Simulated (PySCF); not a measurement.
## ORD: `C[Se][C@@H]1CC[S@@]1=O`, C₄H₈OSSe

Molfile (atoms numbered from 1):
```
C4H8OSSe
     RDKit          3D

 15 15  0  0  0  0  0  0  0  0999 V2000
    2.3433    0.3698   -0.2875 C   0  0  0  0  0  0  0  0  0  0  0  0
    1.5610   -0.6056    1.2160 Se  0  0  0  0  0  2  0  0  0  0  0  0
   -0.3274   -0.5193    0.7306 C   0  0  2  0  0  0  0  0  0  0  0  0
   -0.7779   -0.8961   -0.6724 C   0  0  0  0  0  0  0  0  0  0  0  0
   -1.9349    0.0935   -0.7268 C   0  0  0  0  0  0  0  0  0  0  0  0
   -1.1891    1.1609    0.6117 S   0  0  0  0  0  4  0  0  0  0  0  0
   -0.2914    2.1066   -0.0434 O   0  0  0  0  0  0  0  0  0  0  0  0
    3.3574    0.6270    0.0045 H   0  0  0  0  0  0  0  0  0  0  0  0
    2.3642   -0.2653   -1.1702 H   0  0  0  0  0  0  0  0  0  0  0  0
    1.7634    1.2719   -0.4558 H   0  0  0  0  0  0  0  0  0  0  0  0
   -0.8620   -1.0689    1.5071 H   0  0  0  0  0  0  0  0  0  0  0  0
   -0.0177   -0.6287   -1.4064 H   0  0  0  0  0  0  0  0  0  0  0  0
   -1.0411   -1.9464   -0.8079 H   0  0  0  0  0  0  0  0  0  0  0  0
   -2.0781    0.6225   -1.6640 H   0  0  0  0  0  0  0  0  0  0  0  0
   -2.8741   -0.3138   -0.3630 H   0  0  0  0  0  0  0  0  0  0  0  0
  1  2  1  0
  2  3  1  0
  3  4  1  0
  4  5  1  0
  6  5  1  6
  6  7  2  0
  6  3  1  0
  1  8  1  0
  1  9  1  0
  1 10  1  0
  3 11  1  1
  4 12  1  0
  4 13  1  0
  5 14  1  0
  5 15  1  0
M  END
```

Level of theory: TDDFT wB97X-D/aug-cc-pVDZ circular dichroism and optical rotation, one conformer, gas phase in PySCF 2.14.0. Geometry: GFN2-xTB.

The molecule is flexible and this is one conformer; a measurement averages over conformers. The calculation is non-relativistic, which matters for the atoms heavier than Zn.

Stereocentres: C3 R, S6 S.

(1) Give the optical rotatory dispersion at 633, 589.3, 546, 436, 405, 365, 355 nm.

(2) And for the mirror image at 589.3 nm?

(3) What is the molar rotation [Φ] = [α]·M/100 of the geometry above at 589.3 nm?

## Answers

(1) [α] in deg dm⁻¹ (g/mL)⁻¹:
```
λ (nm)  origin-invariant length gauge  modified velocity gauge  length gauge (centre of mass)  isotropic polarisability (au)
   633                         +230.8                   +206.0                         +232.2                          102.2
 589.3                         +282.3                   +253.0                         +284.0                          102.8
   546                         +354.2                   +319.0                         +356.3                          103.4
   436                         +770.0                   +707.4                         +774.7                          106.2
   405                        +1048.3                   +971.6                        +1054.7                          107.6
   365                        +1752.0                  +1648.6                        +1762.8                          110.1
   355                        +2054.6                  +1942.4                        +2067.3                          110.9
```

(2) -282.3 deg dm⁻¹ (g/mL)⁻¹ (origin-invariant length gauge): the same size and the opposite sign.

(3) With M = 183.14 g/mol, +517.0 deg cm² dmol⁻¹ (origin-invariant length gauge).

The first excitation lies at 4.60 eV (270 nm) with R = +56.2 × 10⁻⁴⁰ esu² cm² (velocity form).
